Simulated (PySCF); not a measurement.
## Molecular orbitals of MoN

PBE0 at R = 1.613 Å; basis Mo def2-TZVPPD with ECP28, N def2-TZVPPD; scalar-relativistic core potentials; PySCF 2.14. State: ⁴Σ⁻ (quartet), unpaired electrons σ ↑, δ ↑↑. Only the outer orbitals are listed, counted within each symmetry, core potentials removing the inner ones.

```
spin  orbital  occ.  ε (eV)  on Mo (%)           main shells (%)
   α       4σ     1  -19.05         13           86 N s, 11 Mo d
   α       2π     1   -9.03         53           51 Mo d, 46 N p
   α       2π     1   -9.03         53           51 Mo d, 46 N p
   α       5σ     1   -8.87         42   42 N p, 42 Mo d, 16 N s
   α       1δ     1   -6.79        100                  100 Mo d
   α       1δ     1   -6.79        100                  100 Mo d
   α       6σ     1   -5.55         97                   85 Mo s
   α       3π     0   -1.90         79  54 Mo p, 25 Mo d, 21 N p
   α       3π     0   -1.90         79  54 Mo p, 25 Mo d, 21 N p
   α       7σ     0   -0.79         99  81 Mo p, 16 Mo d, 13 N p
   β       1π     1  -41.64        100                  100 Mo p
   β       1π     1  -41.64        100                  100 Mo p
   β       4σ     1  -19.62         11            89 N s, 8 Mo d
   β       2π     1   -8.93         34           66 N p, 32 Mo d
   β       2π     1   -8.93         34           66 N p, 32 Mo d
   β       5σ     1   -8.58         31   56 N p, 30 Mo d, 13 N s
   β       6σ     0   -2.19        108                  102 Mo s
   β       1δ     0   -1.28         99                   99 Mo d
   β       1δ     0   -1.28         99                   99 Mo d
```

Problem. Which are the highest filled and the lowest empty level, where do they sit, and how wide is the gap?

Solution. Highest filled α 6σ at -5.55 eV (in %: 85 Mo s); lowest empty β 6σ at -2.19 eV (in %: 102 Mo s); the gap at PBE0 is 3.36 eV.

```
bond order (Mayer)                              : 2.70
⟨S²⟩                                            : 3.829
charge on Mo (Mulliken, basis-dependent)        : 0.47
charge on Mo (Löwdin, basis-dependent)          : 0.37
dipole moment (positive dipole means Mo(−)N(+)) : -3.22 D
polarisability along the bond                   : 70.0 bohr³
polarisability across the bond                  : 73.0 bohr³
```

Shares are Mulliken populations and can fall outside 0 to 100 %.

Spin–orbit coupling is left out. The state is the lowest single determinant that the PBE0 search found; with open d or f shells the true ground state can be another one.
